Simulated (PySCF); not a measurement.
Z-matrix (Å, degrees):
```
Mo
O 1 1.6987
O 1 1.9129 2 106.08
C 3 1.4090 1 128.85 2 61.64
H 4 1.1112 3 109.75 1 166.42
H 4 1.1145 5 109.16 3 -121.90
H 4 1.1159 5 109.29 6 -118.25
O 1 1.9129 2 105.74 3 -90.15
C 8 1.4096 1 128.17 2 60.52
H 9 1.1111 8 109.71 1 168.15
H 9 1.1146 10 109.18 8 -121.90
H 9 1.1159 10 109.30 11 -118.24
O 1 1.9134 2 105.49 8 -90.23
C 13 1.4102 1 127.46 2 58.26
H 14 1.1111 13 109.66 1 170.03
H 14 1.1147 15 109.18 13 -121.87
H 14 1.1157 15 109.31 16 -118.20
O 1 1.9141 2 105.80 13 -89.85
C 18 1.4096 1 128.04 2 59.47
H 19 1.1112 18 109.70 1 168.20
H 19 1.1146 20 109.15 18 -121.88
H 19 1.1158 20 109.30 21 -118.21
```
Charge 0, multiplicity 1.

Problem. Give the total energy, LUMO, HOMO, HOMO–LUMO gap and charge on the central atom (Mulliken) at the level PBE-D3(BJ)/def2-TZVP // BP86-D3(BJ)/def2-SVP in PySCF 2.14.0.

Solution. 
The total energy is -603.7956 Ha and the LUMO comes out as -3.73 eV. The HOMO comes out as -6.65 eV. The HOMO–LUMO gap comes out as 2.92 eV and the charge on the central atom (Mulliken) is 1.49 e.
